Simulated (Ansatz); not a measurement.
`[S]=[Mo](=[S])([Cl])[Cl]` + NH₃ → `[NH2][Mo](=[S])(=[S])[Cl]` + HCl at 700 K and 1 bar (ligand exchange at a Mo–Cl bond).

Gas-phase electronic energies from Ansatz, PBE0-D4/def2-TZVP geometries. CCSD(T)/CBS is the MP2 limit (def2-TZVPP, def2-QZVPP) plus CCSD(T) − MP2 in def2-TZVPP, frozen cores. This one scheme is used for every species. def2 core potentials past Kr. For Mo outer-core shells are correlated without core-valence functions, which leaves a few kJ/mol of doubt a bond. Each species was taken in one conformer, which may not be the lowest.

```json
{"species": "`[S]=[Mo](=[S])([Cl])[Cl]`", "CCSD(T)/CBS energy (Eh)": "-1783.42327", "H − E (kJ/mol)": "78.1", "S (J/(mol·K))": "446.1"}
{"species": "NH₃", "CCSD(T)/CBS energy (Eh)": "-56.50880", "H − E (kJ/mol)": "116.9", "S (J/(mol·K))": "226.5"}
{"species": "`[NH2][Mo](=[S])(=[S])[Cl]`", "CCSD(T)/CBS energy (Eh)": "-1379.53298", "H − E (kJ/mol)": "151.3", "S (J/(mol·K))": "466.4"}
{"species": "HCl", "CCSD(T)/CBS energy (Eh)": "-460.38127", "H − E (kJ/mol)": "38.4", "S (J/(mol·K))": "211.8"}
```

H − E and S are ideal-gas, rigid-rotor, harmonic terms from PBE0-D4/def2-TZVP, for one conformer and one mirror image of each species. 1 Eh = 2625.50 kJ/mol, R = 8.31446 J/(mol·K).

Question: By hand: ΔE, ΔH, ΔS and ΔG.

Answer: ΔE = (-1379.53298) + (-460.38127) − (-1783.42327) − (-56.50880) = 0.01782 Eh = 46.8 kJ/mol. Δ(H − E) = 151.3 + 38.4 − 78.1 − 116.9 = -5.3, so ΔH = 41.5 kJ/mol. ΔS = 466.4 + 211.8 − 446.1 − 226.5 = 5.6 J/(mol·K). ΔG = 41.5 − 700 × (5.6)/1000 = 37.6 kJ/mol.

Question: By hand: the equilibrium constant, and the temperature at which ΔG would vanish if ΔH and ΔS stayed fixed.

Answer: log₁₀ K = −ΔG/(RT ln 10) = -2.8. ΔG = 0 at ΔH/ΔS = 7411 K, far beyond where these terms or the molecules hold.

The number of gas molecules stays the same, so ΔS is small and ΔH decides. A doubt of 5 kJ/mol in ΔE shifts log₁₀ K by 0.4 here. Other conformers and mirror images would add mixing entropy, several J/(mol·K) or more a flexible species. These are equilibria of isolated gas molecules and say nothing of rates. Largest T1 diagnostic: 0.024 (customary marks: 0.02 for closed shells, 0.045 for open ones).
